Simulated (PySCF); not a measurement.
# Xe⁵²⁺: ionisation energy

Xe⁵²⁺ 1s2 → Xe⁵³⁺ 1s1 [1s1/2^1, M_J = 1/2], as a difference of total energies. All numbers are calculated (PySCF 2.14, the two-component X2C-1e Hamiltonian, in an even-tempered Gaussian basis (15 s from 130 bohr⁻², ratio 2.4; 11 p from 170 bohr⁻², ratio 2.4; 3 d from 520 bohr⁻², ratio 2.6; 3 f from 780 bohr⁻², ratio 2.6)). Correlated levels: nothing frozen; the 32 highest virtual spinors dropped. "Screened" scales the spin-orbit matrix elements by Boettger's factors to mimic the two-electron term; Breit and QED terms are absent.

| method | ionisation energy (eV) |
| --- | --- |
| GHF (screened spin-orbit) | 40341.7 |
| GMP2 (screened spin-orbit) | 40343.2 |
| GHF (bare spin-orbit) | 40341.7 |
| GMP2 (bare spin-orbit) | 40343.2 |

For this ion Breit and QED terms and the two-electron picture change, all absent here, outweigh the correlation shift from GHF to GMP2.

For comparison: 40271.7 eV (theoretical estimate listed by NIST; NIST Atomic Spectra Database, ionization energies).
